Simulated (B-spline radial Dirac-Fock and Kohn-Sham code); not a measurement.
**Magnetic form factor of the 4f shell of Sm⁺**

System: Sm⁺, configuration [Xe] 4f5 5d1 6s1 (not the ground configuration).

These are calculated numbers from a radial B-spline solver; the model is relativistic Hartree-Fock (Dirac-Fock) wave functions, averaged over the configuration. ⟨j_K⟩ is the integral of the 4f radial density with the spherical Bessel function j_K(4πsr), s = sin θ/λ.

```
s (Å⁻¹)     ⟨j0⟩    ⟨j2⟩    ⟨j4⟩    ⟨j6⟩
      0   1.0000  0.0000  0.0000  0.0000
   0.05   0.9817  0.0073  0.0000  0.0000
    0.1   0.9298  0.0274  0.0005  0.0000
   0.15   0.8519  0.0563  0.0021  0.0001
    0.2   0.7576  0.0887  0.0057  0.0003
   0.25   0.6564  0.1202  0.0114  0.0010
    0.3   0.5558  0.1476  0.0192  0.0022
   0.35   0.4610  0.1691  0.0284  0.0042
    0.4   0.3751  0.1841  0.0384  0.0069
   0.45   0.2995  0.1929  0.0485  0.0102
    0.5   0.2346  0.1962  0.0582  0.0141
    0.6   0.1346  0.1899  0.0747  0.0229
    0.7   0.0679  0.1724  0.0861  0.0318
    0.8   0.0260  0.1496  0.0922  0.0400
    0.9   0.0012  0.1256  0.0937  0.0467
      1  -0.0121  0.1028  0.0916  0.0516
    1.1  -0.0182  0.0825  0.0870  0.0548
    1.2  -0.0200  0.0650  0.0807  0.0564
    1.4  -0.0174  0.0387  0.0661  0.0556
    1.6  -0.0125  0.0218  0.0516  0.0513
```

Radial moments of the shell: ⟨r²⟩ = 1.005, ⟨r⁴⟩ = 2.541, ⟨r⁶⟩ = 13.99 in powers of bohr.
